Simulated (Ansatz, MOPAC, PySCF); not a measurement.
Complex: CH2O (SMILES C=O) (first 4 atoms) with CH6Si (SMILES C[SiH3]); geometry from B3LYP-D3(BJ)/def2-TZVP, rigid monomers moved along the line of their centres of mass till O2···Si6 is 3.00 Å.
(charge 0, multiplicity 1):
```xyz
12

C      0.172     0.234    -0.280
O     -0.816    -0.035     0.346
H      1.151     0.388     0.211
H      0.153     0.341    -1.381
C     -1.426    -0.493     3.391
Si     0.364    -0.025     3.104
H     -1.499    -1.474     3.863
H     -1.961    -0.523     2.442
H     -1.916     0.232     4.044
H      1.102     0.020     4.393
H      0.485     1.313     2.474
H      1.052    -1.009     2.232
```

Monomers are frozen at their geometry in the pair; levels with a basis set take the counterpoise correction. Rows marked so take none.

Rows in STO-3G carry no dispersion term and start afresh at each structure. The state reached by AM1, PM7 isn't checked; PM7 holds dispersion and hydrogen-bond terms.

Codes used: Ansatz (Gaussian basis) for Hartree–Fock, density functionals and correlated methods; MOPAC for AM1, PM7 (differences of heats of formation); PySCF for STO-3G rows, the dispersion terms. Each number belongs to the level named beside it.

Q: One of these levels gives 11.5 kJ/mol for the interaction energy. Which?
A) HF/STO-3G (no counterpoise)
B) r2SCAN-D3(BJ)/def2-TZVPPD
C) AM1
D) PM7

A: D, PM7. The others give 21.0 (AM1), 7.9 (HF/STO-3G (no counterpoise)), -7.7 (r2SCAN-D3(BJ)/def2-TZVPPD)

Ansatz is an electronic-structure program.
